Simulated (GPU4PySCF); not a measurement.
Cu(MeCN)4 (C₈H₁₂CuN₄), SMILES [N](->[Cu+](<-[N]#CC)(<-[N]#CC)<-[N]#CC)#CC, charge +1, multiplicity 1.

Geometry optimised at PBE0-D3(BJ)/def2-TZVP. The multiplicity is an assumed one; no other spin state was optimised. The isomer is the one that the SMILES or the coordinates give; other isomers of the formula were not compared.

All values below come from GPU4PySCF with PBE/def2-TZVPD.

Gas-phase values at a fixed geometry.

Computed frontier levels, gap, dipole moment and polarisability:
| Item | Value |
|---|---|
| highest occupied level | -7.81 eV |
| lowest empty level | -3.67 eV |
| orbital gap | 4.14 eV |
| dipole moment about the centre of nuclear charge | 0.01 D |
| mean static polarisability | 159.5 bohr³ (23.63 Å³) |
| polarisability, principal values | 159.4, 159.5, 159.5 bohr³ |
